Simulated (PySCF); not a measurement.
# Exercise with solution: chemical shift, span and skew from a shielding tensor

Al(F)(H)(iPr) (C₃H₈AlF), SMILES [CH]([AlH][F])(C)C. Atoms are numbered in the order given.

```xyz
13

Al    -0.3760     1.0866     0.1264
F      0.6616     2.0172    -0.8001
H     -1.3517     1.8873     1.0792
C     -0.3229    -0.8672    -0.0742
C     -0.7150    -1.5941     1.2242
C      1.0017    -1.3915    -0.6520
H     -1.1196    -1.0723    -0.8207
H     -0.7974    -2.6846     1.0656
H      0.0393    -1.4445     2.0165
H     -1.6822    -1.2483     1.6256
H      1.2622    -0.9047    -1.6051
H      0.9575    -2.4807    -0.8337
H      1.8422    -1.2166     0.0416
```

Geometry: B3LYP-D3(BJ)/def2-SVP. The structure was generated by enumeration; whether it is a known compound was not checked. One conformer was computed; it need not be the lowest.

GIAO shieldings from PBE0/pcSseg-1 in PySCF, non-relativistic, no solvent. The symmetric part of the tensor of F2 has the principal values 174.4, 366.6, 375.6 ppm. The same nucleus in CFCl3 has σ = 167.2 ppm at this level (PySCF, at its B3LYP-D3(BJ)/def2-TZVP geometry).

Task: Work out the isotropic shielding, the ¹⁹F shift against CFCl3, the span and the skew.

Result: 
σ(iso) = (σ11 + σ22 + σ33)/3 = 305.5 ppm. δ = σ(ref) − σ(iso) = 167.2 − (305.5) = -138.3 ppm.
Span Ω = σ33 − σ11 = 201.2 ppm. Skew κ = 3(σ(iso) − σ22)/Ω = -0.91. Tumbling in solution averages the tensor to δ; in a static solid the shielding alone would spread this spin-1/2 line over Ω.
